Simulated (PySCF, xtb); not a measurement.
Cl3Sc, SMILES [Cl][Sc]([Cl])[Cl] (connectivity only; charge and spin as stated), charge -1, multiplicity 2.

Harmonic wavenumbers (cm⁻¹) from GFN2-xTB (xtb) at its own minimum, in rising order: 62, 66, 66, 234, 344, 344.

Task: What does PBE-D3(BJ)/def2-SVPD run with PySCF give at its own minimum? (The exact figures need the calculation; the answer reports its results.)

Result: 65, 80, 80, 264, 366, 366. Paired by order, the mean absolute difference is 18 cm⁻¹ and the zero-point energies are 1.6 and 1.7 kcal/mol.
